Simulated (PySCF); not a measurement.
Molecule: `B[C@]12C[C@@H]3[C@H](C1)[C@@H]32`, C$_{6}$H$_{9}$B.

Bonds (- single, = double, # triple, : aromatic): B1-C2, C2-C3, C3-C4, C4-C5, C5-C6, C5-C7, C6-C2, C7-C2, C7-C4. B1 carries H8, H9; C3 carries H10, H11; C4 carries H12; C5 carries H13; C6 carries H14, H15; C7 carries H16. Stereochemistry as in B[C@]12C[C@@H]3[C@H](C1)[C@@H]32. H14 is cis to C4 on the ring; H11 is cis to C5 on the ring; H15 is trans to C4 on the ring; H10 is trans to C5 on the ring.

Frames of a GFN2-xTB Langevin trajectory at 200 K; GIAO PBE0/pcSseg-1 shieldings in PySCF 2.14, gas phase, non-relativistic; equivalent atoms averaged within each frame.

δ = σ(ref) − σ, references computed at the same level: 11B (100.07 ppm) vs BF3·OEt2; 13C (186.93 ppm), 1H (31.72 ppm) against TMS. The references are static minima.

Task: How do the shifts (ppm) fluctuate along the trajectory?

Result: 
```csv
time (fs),B1,C2,C3/C6,C7,C4/C5,H8/H9,H10/H15,H16,H11/H14,H12/H13
250,83.1,65.2,47.1,37.8,22.7,7.36,3.54,3.11,3.06,1.83
425,84.4,60.6,39.7,35.1,19.7,7.49,3.15,2.30,1.13,2.00
625,77.0,56.3,40.1,47.3,22.1,7.13,2.67,2.77,1.65,1.76
800,86.5,54.3,43.8,45.1,20.4,7.66,3.03,3.01,2.23,2.54
1000,87.1,56.3,48.9,35.5,21.5,7.75,3.82,2.49,2.57,1.96
mean of frames,83.6,58.5,43.9,40.2,21.3,7.47,3.24,2.74,2.13,2.02
standard deviation,4.0,4.4,4.1,5.7,1.2,0.25,0.45,0.34,0.76,0.30
```

5 frames give an uncertainty of the mean of about the standard deviation over 2.2 at best, since frames this close in time may not be independent; classical motion lacks zero-point vibration, and the reference would need the same averaging.
